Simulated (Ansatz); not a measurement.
Consider the formal loss of a carbene: `CB(S)C(N)F` → `[CH]F` + `CB(N)S`.

Computed with Ansatz on PBE0-D4/def2-TZVP structures; ΔE is electronic, products minus reactants. CCSD(T)/CBS adds triple-zeta CCSD(T) − MP2 to the extrapolated MP2 energy (def2 sets, frozen cores). This one scheme is used for every species. DFT in def2-TZVPP. B3LYP here is the variant with VWN-RPA as its local correlation; programs differ in this. Each species was taken in one conformer, which may not be the lowest.

| level | ΔE (kJ/mol) | difference from CCSD(T)/CBS |
| --- | --- | --- |
| PBE-D4 | 284.3 | 25.7 |
| r2SCAN-D4 | 284.6 | 26.0 |
| PBE0-D4 | 287.3 | 28.7 |
| B3LYP-D4 | 260.3 | 1.7 |
| ωB97X-V | 269.0 | 10.4 |
| ωB97M-V | 259.8 | 1.2 |
| B2PLYP | 255.9 | -2.7 |
| PBE | 275.9 | 17.3 |
| r2SCAN | 282.2 | 23.6 |
| PBE0 | 279.9 | 21.3 |
| B3LYP | 247.0 | -11.6 |
| HF/def2-TZVPP | 202.4 | -56.2 |
| MP2/def2-TZVPP | 277.7 | 19.1 |
| SCS-MP2/def2-TZVPP | 258.6 | 0.0 |
| CCSD/def2-TZVPP | 248.1 | -10.5 |
| CCSD(T)/def2-TZVPP | 253.4 | -5.2 |
| HF/def2-QZVPP | 200.6 | -58.0 |
| MP2/def2-QZVPP | 280.1 | 21.5 |
| SCS-MP2/def2-QZVPP | 260.5 | 1.9 |
| HF/CBS(def2) | 200.4 | -58.2 |
| MP2/CBS(def2) | 282.9 | 24.3 |
| CCSD/CBS(def2) | 253.3 | -5.3 |
| CCSD(T)/CBS | 258.6 | 0 |

Largest T1 diagnostic among the species: 0.018.

From PBE to PBE0 (25 % exact exchange), in def2-TZVPP and without D4, ΔE moves by +4.0 kJ/mol. The D4 term adds +13.3 kJ/mol with B3LYP and +7.3 kJ/mol with PBE0; it sums over pairs of atoms, weighted by their polarisabilities, and B3LYP, whose exchange is more repulsive, gets the larger term. In def2-TZVPP, CCSD(T) changes the Hartree–Fock value by +51.1 kJ/mol (the triples alone add +5.3 kJ/mol) and MP2 by +75.4 kJ/mol.
